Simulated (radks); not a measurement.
Q: Gd57+, configuration [He] 2s2 2p3. Calculated with a radial shooting solver on a logarithmic mesh with Libxc functionals: Dirac Kohn-Sham, PBE, spin-unpolarised, spherical densities, finite nucleus; open shells are shared between the two j in proportion to 2j + 1; Fermi nuclear charge, rms radius 5.1569 fm.

Spin-orbit splittings of the eigenvalues, e(l+1/2) - e(l-1/2), with zeta = 2 splitting/(2l+1) and mean radii in bohr:

shell  occ.  splitting (eV)  zeta (eV)  <r> j=l-1/2  <r> j=l+1/2
2p        3               ?          ?      0.07437      0.08067
3p        0           214.6      143.0       0.1969       0.2059
3d        0           56.77      22.71       0.1747       0.1777

Estimate the 2p splitting.

A: 760.0 eV (zeta = 506.7 eV).
